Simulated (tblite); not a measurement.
Compound: C6H13ClOSi.
Atom-mapped SMILES: `[CH2:1]=[CH:2][CH2:3][Si@@H:4]([Cl:5])[C@H:6]([CH3:7])[O:8][CH3:9]` (hydrogens: H10, H11 on C1; H12 on C2; H13, H14 on C3; H15 on Si4; H16 on C6; H17, H18, H19 on C7; H20, H21, H22 on C9)

Structure used (GFN2-xTB), in Å, numbered top down from 1:
```xyz
22
C6H13ClOSi angstrom
C      3.806    0.883    0.641
C      2.903    0.051    1.126
C      1.431    0.284    1.083
Si     0.612   -0.782   -0.274
Cl     0.977   -2.743    0.094
C     -1.287   -0.515   -0.267
C     -2.007   -1.327   -1.342
O     -1.407    0.891   -0.454
C     -2.688    1.417   -0.216
H      3.525    1.821    0.190
H      4.860    0.666    0.677
H      3.210   -0.888    1.567
H      1.224    1.334    0.880
H      0.997    0.041    2.055
H      1.152   -0.458   -1.593
H     -1.723   -0.779    0.712
H     -1.671   -1.015   -2.328
H     -1.780   -2.382   -1.211
H     -3.087   -1.200   -1.285
H     -2.585    2.501   -0.241
H     -3.064    1.110    0.768
H     -3.408    1.110   -0.982
```

Level: GFN2-xTB in tblite, geometry and Hessian alike; calculated harmonic values, unscaled, isolated species. This tight-binding method is rough: wavenumbers can miss measured ones by several per cent, in bad cases by 10 to 20. Modes of hydrogen on silicon can be 10 to 20 % off. One conformer, not necessarily the lowest.

Harmonic wavenumbers (cm⁻¹): 26.8, 34.1, 57.3, 68.4, 87.0, 113.0, 163.3, 180.5, 203.7, 226.9, 246.6, 288.9, 376.1, 413.1, 440.4, 490.7, 593.3, 615.0, 662.1, 720.5, 764.0, 793.8, 886.0, 895.7, 952.5, 1007.1, 1021.5, 1037.0, 1050.2, 1086.8, 1113.9, 1130.2, 1156.7, 1176.5, 1208.1, 1264.8, 1297.6, 1314.2, 1400.9, 1405.5, 1410.0, 1450.9, 1471.3, 1486.4, 1498.0, 1506.0, 1712.3, 2260.6, 2812.4, 2903.2, 2932.4, 2958.0, 3003.0, 3017.5, 3019.9, 3039.2, 3042.9, 3060.6, 3099.0, 3127.8.

A = 1411, B = 728.1, C = 513.1 MHz; mass 164.042 u (most abundant isotopes); point group C1, symmetry number 1.

**Question.** What is the zero-point energy?

**Answer.** ½Σν̃ = 38391 cm⁻¹ = 459.26 kJ/mol.

**Question.** What is S at 273.15 K and 1 bar for an ideal gas of classical rigid rotors and harmonic oscillators?

**Answer.** Translation 170.64, rotation 127.73, vibration 179.14: S = 477.5 J/(mol K).

**Question.** And Cp and H(273.15 K) − H(0)?

**Answer.** Cp = 184.58 J/(mol K), of which vibrations give 151.32 (their classical limit is 60 R = 498.9); H(273.15 K) − H(0) = 32.47 kJ/mol without the zero-point energy, 23.39 from vibrations.

**Question.** Blend soft modes into free rotors: weight 1/[1 + (100 cm⁻¹/ν̃)⁴] for the oscillator and the rest for a rotor with moment μB/(μ + B), μ = h/(8π²ν), B = 10⁻⁴⁴ kg m². What vibrational entropy results?

**Answer.** 155.91 J/(mol K) in place of 179.14, which changes −T·S at 273.15 K by +6.34 kJ/mol.

**Question.** How do the functions run with temperature in this model?

**Answer.** 
| T (K) | S (J/(mol K)) | Cp (J/(mol K)) | H − H(0) (kJ/mol) | G − H(0) (kJ/mol) | ln q(vib) |
| --- | --- | --- | --- | --- | --- |
| 50 | 275.4 | 75.2 | 2.67 | -11.10 | 1.60 |
| 100 | 337.5 | 106.0 | 7.24 | -26.51 | 4.01 |
| 298.15 | 494.2 | 196.1 | 37.23 | -110.11 | 12.18 |
| 373.15 | 541.8 | 229.8 | 53.21 | -148.98 | 14.88 |
| 500 | 616.3 | 280.1 | 85.66 | -222.51 | 19.22 |
| 750 | 744.6 | 352.1 | 165.33 | -393.09 | 27.11 |
| 1000 | 852.9 | 400.1 | 259.73 | -593.14 | 34.26 |

q(vib) and H(0) count from the zero-point level.

**Question.** What must be added to the electronic energy to get the Gibbs energy at 273.15 K and 1 bar?

**Answer.** ZPE + [H(273.15 K) − H(0)] − T·S = 459.26 + 32.47 − 130.43 = 361.30 kJ/mol.

Hindered rotation and anharmonicity are outside this model. Other conformers, if any are populated, would add a mixing term that is left out. The structure is chiral; the term R ln 2 for an equal mix with its mirror image is left out.
